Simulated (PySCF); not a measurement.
# Polarisability and C₆ of Se⁺ (selenium, charge +1)

[Ar] 3d10 4s2 4p3, high-spin 4S determinant. Computed with PySCF 2.14 in aug-cc-pVTZ-DK (7s6p4d2f, 59 functions), with scalar relativity by spin-free X2C-1e. Coupled (time-dependent) response in atomic units; α is the mean over directions.

```csv
method,mean α (bohr³),C₆ (like pair),S(−4)
UHF,14.12,86.15,47.25
PBE,14.37,87.65,50.54
PBE0,14.14,86.02,47.89
wB97X,13.84,83.65,45.30
```

S(−4) is the Cauchy moment in α(ω) = α(0) + S(−4) ω² + …

α(iu) at wB97X:

| u (hartree) | α(iu) (bohr³) |
| --- | --- |
| 0 | 13.84 |
| 0.0500 | 13.72 |
| 0.100 | 13.40 |
| 0.200 | 12.26 |
| 0.300 | 10.77 |
| 0.500 | 7.846 |
| 0.750 | 5.232 |
| 1.00 | 3.628 |
| 1.50 | 1.997 |
| 2.00 | 1.261 |
| 3.00 | 0.6429 |
| 5.00 | 0.2658 |

A single London oscillator, α(iu) = α/(1 + u²/ω²), gives C₆ = (3/4) ω α². Matching the computed C₆ needs ω = 4 × 83.65 / (3 × 13.84²) = 0.582 hartree.

For an ion, C₆ is the dispersion term alone; charge-induced terms of lower order in 1/R come first.
